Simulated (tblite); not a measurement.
Run record: tight-binding relaxation, `C=CCO[C@H]1C[O][GeH2][O]1`.

Computed with GFN2-xTB geometry optimisation, gas phase (tblite 0.8.0). Start geometry: from a force field or distance geometry. A driver script takes a list of jobs; this job's settings line and coordinates (Å) are shown.

Command:
```bash
OMP_NUM_THREADS=1 python probes_run.py task.json out
```

Input:
```
{"job": {"kind": "relax", "xc": "GFN2-xTB", "basis": "xTB"}, "charge": 0, "multiplicity": 1}
C      3.488100     0.199100    -0.250900
C      2.618800    -0.672600    -0.788200
C      1.292100    -0.935600    -0.154600
O      0.511300     0.258500    -0.220600
C     -0.786400     0.011300     0.306300
C     -1.452700     1.370300     0.620900
O     -2.832700     1.232000     0.782900
Ge    -3.190100    -0.120500    -0.294100
O     -1.546300    -0.690300    -0.649100
H      4.442600     0.363500    -0.709800
H      3.220100     0.760300     0.642700
H      2.906500    -1.231200    -1.667800
H      1.432400    -1.255700     0.906200
H      0.794500    -1.754700    -0.727700
H     -0.751500    -0.567300     1.250400
H     -1.013500     1.785500     1.569600
H     -1.250700     2.101400    -0.193200
H     -4.002400    -1.226500     0.445600
H     -3.889900     0.381800    -1.583900
```

Output:
```
step      E/eV     max force
  0    -814.00009    2.076
  1    -814.18522    1.531
  2    -814.27034    0.782
  3    -814.30864    0.512
  4    -814.32729    0.228
  5    -814.33294    0.196
  6    -814.33811    0.171
  7    -814.34147    0.185
  8    -814.34475    0.151
  9    -814.34660    0.114
... (212 lines left out)
222    -814.62179    0.035
223    -814.62196    0.026
224    -814.62204    0.018
225    -814.62210    0.019
226    -814.62215    0.016
227    -814.62225    0.023
228    -814.62232    0.028
229    -814.62237    0.022
230    -814.62239    0.015
231    -814.62241    0.008
```

«max force» is the largest atomic force in eV/Å.

Question: From which step on does the largest force stay under 0.1 eV/Å, and how much energy is left to gain from there?

Answer: From step 207 (0.097 eV/Å), 5.1 meV above the end.

Main results: energy lowered by 14.4 kcal/mol over 231 steps; largest atomic force 0.008 eV/Å at the end.

Question: Where do the atoms end?

Answer: 1.464 Å rms from the input after alignment:
```
atom  x, y, z in Å
C1     2.3204    0.3171   -1.5076
C2     2.2521   -0.7762   -0.7733
C3     1.2196   -1.0354    0.2795
O4     0.4172    0.1117    0.4960
C5    -0.7976   -0.1441    1.1299
C6    -1.4533    1.2297    1.3214
O7    -2.0287    1.6097    0.0910
Ge8   -2.1043    0.2125   -0.9988
O9    -1.6215   -0.9098    0.3106
H10    3.0803    0.4495   -2.2582
H11    1.6182    1.1219   -1.3706
H12    2.9555   -1.5885   -0.9002
H13    1.7088   -1.3195    1.2256
H14    0.5869   -1.8778   -0.0388
H15   -0.6563   -0.6773    2.0823
H16   -2.2244    1.1735    2.0940
H17   -0.6915    1.9589    1.6009
H18   -3.5029   -0.1525   -1.3961
H19   -1.0883    0.3059   -2.1032
```

Question: How long does this job take on an Arm Neoverse N1 with one thread, shared host with 64 logical CPUs at a one-minute load of 55?

Answer: About 3.1 s.
Labels such as C1 count atoms from 1, the log's own numbers from 0.
